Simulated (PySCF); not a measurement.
A structure optimised at PBE-D3(BJ)/def2-SVP, used in a PySCF frequency run:

```xyz
14

Si    -0.3501     1.7763    -0.0747
N      0.0000     0.0000     0.4787
Si     1.7133    -0.5849    -0.0747
Si    -1.3632    -1.1913    -0.0747
H      0.9555     2.4870     0.0727
H     -0.7871     1.6102    -1.4928
H     -1.4218     2.2598     0.8438
H      0.0000     0.0000     1.5170
H      2.6679     0.1014     0.8438
H      1.7880    -0.1234    -1.4928
H      1.6760    -2.0710     0.0727
H     -1.2461    -2.3612     0.8438
H     -2.6315    -0.4160     0.0727
H     -1.0009    -1.4867    -1.4928
```
Charge +1, spin multiplicity 1.

### Question
Write its SMILES, formula and point group.

### Answer
[SiH3][NH+]([SiH3])[SiH3], H10NSi3, C3

### Question
What are its rotational constants (standard atomic weights)?

### Answer
2.8178, 2.8178, 1.5366 GHz
